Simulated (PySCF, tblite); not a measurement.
Isomers of C3H12OSSi3, one GFN2-xTB conformer each. Single-point energies are computed at PBE0/pcSseg-1 (PySCF, gas phase, no added dispersion term), electronic only.

Question: Rank them by PBE0/pcSseg-1 energy, lowest first (kJ/mol).
A. `[CH3:1][S:2][Si:3]([SiH3:4])([SiH3:5])[C:6]([CH3:7])=[O:8]` with C1–S2–Si3–Si4 66°, S2–Si3–C6–C7 -7°
B. `[CH3:1][S:2][SiH2:3][C:4]([SiH3:5])([SiH3:6])[CH:7]=[O:8]` with C1–S2–Si3–C4 179°, S2–Si3–C4–Si5 70°, Si3–C4–C7–O8 -119°
C. `[O:1]=[CH:2][C@H:3]([SH:4])[CH2:5][SiH2:6][SiH2:7][SiH3:8]` with O1–C2–C3–S4 131°, C2–C3–S4–H -66°, C2–C3–C5–Si6 -47°, C3–C5–Si6–Si7 99°, C5–Si6–Si7–Si8 -13°
D. `[CH3:1][C:2](=[O:3])[SiH2:4][C@H:5]([SiH3:6])[S:7][SiH3:8]` with C1–C2–Si4–C5 162°, C2–Si4–C5–Si6 38°, Si4–C5–S7–Si8 59°

Answer: A (0.0), B (8.8), D (42.5), C (79.9).

As drawn, the highest has an S–H bond, which the lowest lacks. Neighbours under 10 kJ/mol apart (CS[Si]([SiH3])([SiH3])C(C)=O and CS[SiH2]C([SiH3])([SiH3])C=O) can change places with a better method, another conformer or zero-point energy. GFN2-xTB itself gives, in the same order: 62.2, 0.0, 21.1, 129.8. GFN2-xTB puts CS[SiH2]C([SiH3])([SiH3])C=O lowest instead; measured from each level's own lowest isomer, the values differ by up to 62.2 kJ/mol (CS[Si]([SiH3])([SiH3])C(C)=O: 62.2 against 0.0).

Question: Which frontier levels, dipoles and rotational constants go with these structures?

Answer: 
| SMILES | HOMO (eV, PBE0/pcSseg-1) | LUMO (eV) | dipole (D) | A, B, C (MHz) |
| --- | --- | --- | --- | --- |
| CS[Si]([SiH3])([SiH3])C(C)=O | -6.81 | -1.33 | 2.17 | 921.0, 742.7, 729.0 |
| CS[SiH2]C([SiH3])([SiH3])C=O | -7.08 | -1.39 | 2.92 | 1514, 609.2, 573.8 |
| CC(=O)[SiH2][C@H]([SiH3])S[SiH3] | -6.67 | -1.51 | 3.33 | 1136, 830.7, 688.6 |
| O=C[C@H](S)C[SiH2][SiH2][SiH3] | -7.50 | -1.58 | 1.70 | 1410, 608.8, 503.6 |

Question: What happens when harmonic zero-point energies from GFN2-xTB frequencies are added?

Answer: 
```csv
SMILES,ZPE (kJ/mol),electronic (kJ/mol),with ZPE (kJ/mol)
CS[Si]([SiH3])([SiH3])C(C)=O,346.8,0.0,0.0
CS[SiH2]C([SiH3])([SiH3])C=O,338.9,8.8,0.9
CC(=O)[SiH2][C@H]([SiH3])S[SiH3],340.6,42.5,36.3
O=C[C@H](S)C[SiH2][SiH2][SiH3],337.3,79.9,70.3
```

The zero-point energies span 9.5 kJ/mol. The order is unchanged.
